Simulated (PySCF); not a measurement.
Species: C8H7Si (doublet state).
Structure used (GFN2-xTB), in Å, numbered top down from 1:
```xyz
16
C8H7Si angstrom
C      1.8917    3.2044   -0.0460
C      1.4126    2.1046   -0.0012
C      0.8507    0.8049    0.0552
C      1.6524   -0.2885    0.3997
C      1.0887   -1.5532    0.4574
C     -0.2487   -1.7400    0.1812
C     -1.0769   -0.6574   -0.1670
Si    -2.8518   -0.9031   -0.5726
C     -0.4940    0.6167   -0.2281
H      2.3100    4.1658   -0.0868
H      2.6998   -0.1385    0.6144
H      1.7052   -2.4008    0.7230
H     -0.6742   -2.7324    0.2369
H     -3.4622   -2.1979   -0.3478
H     -3.7108    0.2526   -0.7341
H     -1.0999    1.4718   -0.4956
```

The hyperfine couplings belong to this conformer and change with its torsions.

As a line formula: `C#CC1=CC=CC([SiH2])=C1` [radical].

Method: UKS B3LYP, pcH-1 on C H Si, non-relativistic, mean-field spin-orbit, GIAO in PySCF 2.14.0. Geometry: GFN2-xTB; no solvent, vibrations or thermal averaging. A GFN2-xTB geometry isn't a minimum of the functional, and hyperfine couplings can be far from their values at a DFT geometry, by a factor of two or more for some ions and for spin on atoms past the first row. The SCF solution wasn't tested for stability.

Predict the first-order ENDOR lines of C7, C4, C9, C6, C3, C5, H14/H15, H11, H16 and Si8 under fast tumbling at B = 3361.2 mT (W band).

ν± = |νn ± a/2|, one line for each electron-spin manifold; νn = |g_N| × 7.62259 MHz/T × B.

| nuclei | isotope | g_N | νn (MHz) | a_iso (MHz) | lower line (MHz) | upper line (MHz) |
| --- | --- | --- | --- | --- | --- | --- |
| C7 | 13C | 1.4048 | 35.99 | -20.65 | 25.67 | 46.32 |
| C4 | 13C | 1.4048 | 35.99 | 12.12 | 29.93 | 42.05 |
| C9 | 13C | 1.4048 | 35.99 | 11.96 | 30.01 | 41.97 |
| C6 | 13C | 1.4048 | 35.99 | 11.89 | 30.05 | 41.94 |
| C3 | 13C | 1.4048 | 35.99 | -10.97 | 30.51 | 41.48 |
| C5 | 13C | 1.4048 | 35.99 | -10.45 | 30.77 | 41.22 |
| H14/H15 | 1H | 5.5857 | 143.11 | -36.94 | 124.64 | 161.58 |
| H11 | 1H | 5.5857 | 143.11 | -8.76 | 138.73 | 147.49 |
| H16 | 1H | 5.5857 | 143.11 | -7.65 | 139.29 | 146.94 |
| Si8 | 29Si | -1.1106 | 28.45 | -178.91 | 61.00 | 117.91 |

The rows for 13C and 29Si, of low natural abundance, apply to labelled samples.

Which pairs are centred on the nuclear Larmor frequency, and which on half the coupling?

Centred on νn, since |a| < 2νn: C7, C4, C9, C6, C3, C5, H14/H15, H11 and H16. Centred on |a|/2 and split by 2νn: Si8.

At what field would the lower line of C7 fall to zero frequency?

Where νn = |a|/2, that is B = 10.32 MHz/(1.4048 × 7.62259 MHz/T) = 964 mT, as far as first order holds there.

Couplings of abundant isotopes left out: H13 (-7.6 MHz), H12 (3.1 MHz) and H10 (1.7 MHz).

The Mulliken spin populations are largest on Si8 (+0.97), C4 (+0.13), C6 (+0.11) and C9 (+0.11). Si8 is the only atom above +0.15. The positive populations add up to 1.35 and the negative ones to -0.35, together 2S = 1. The angles at Si8 add up to 357.6°, so it is nearly planar; its axial dipolar tensor and the negative couplings of its protons fit spin in a p orbital normal to that plane.
